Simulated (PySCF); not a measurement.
H$_{7}$O$_{7}$Si$_{2}$ (SMILES O[Si](O)(O)O[Si](O)(O)[OH2+]), charge +1, singlet, geometry from GFN2-xTB. Base run: DF-M062X/6-31G (PySCF).

PySCF was given this input:
```python
from pyscf import gto, scf, dft

mol = gto.M(
    atom='''
O     2.323233   -1.307642    0.954047
Si    1.383350   -0.656762   -0.165421
O     0.342572   -1.847028   -0.637380
O     2.028803    0.123331   -1.403627
O     0.352110    0.447253    0.488835
Si   -1.167652    0.893471    0.302426
O    -1.588365    1.730262   -0.983489
O    -1.884460    1.358001    1.638170
O    -1.885321   -0.674549   -0.186723
H     2.937890   -0.816768    1.493572
H     0.616886   -2.761417   -0.572797
H     2.764686   -0.175306   -1.932271
H    -1.471880    2.671118   -1.097057
H    -1.671614    1.085797    2.529530
H    -2.578963   -0.651592   -0.860643
H    -1.125341   -1.302794   -0.437057
''',
    basis='6-31g',
    charge=1,
    spin=0,
    verbose=4,
)

mf = dft.RKS(mol)
mf.xc = 'm062x'
mf = mf.density_fit(auxbasis='def2-universal-jkfit')
mf.kernel()
```

The job was repeated with other settings on one machine. Differences are taken from the largest basis of the Pople family in the series, which isn't the basis-set limit (6-311G**: -1109.869704 Eh). The cheapest run took very roughly 15 core-seconds.

```json
[
 {"setting": "STO-3G", "basis functions": "60", "cost, times the cheapest (rough)": "1", "difference in total energy (mEh)": "14164.69"},
 {"setting": "3-21G", "basis functions": "103", "cost, times the cheapest (rough)": "2", "difference in total energy (mEh)": "6244.57"},
 {"setting": "6-311G**", "basis functions": "220", "cost, times the cheapest (rough)": "5", "difference in total energy (mEh)": "reference"}
]
```

Times come from a shared machine, hold the start-up and are rough. Total energies converge more slowly with the basis than energy differences do.
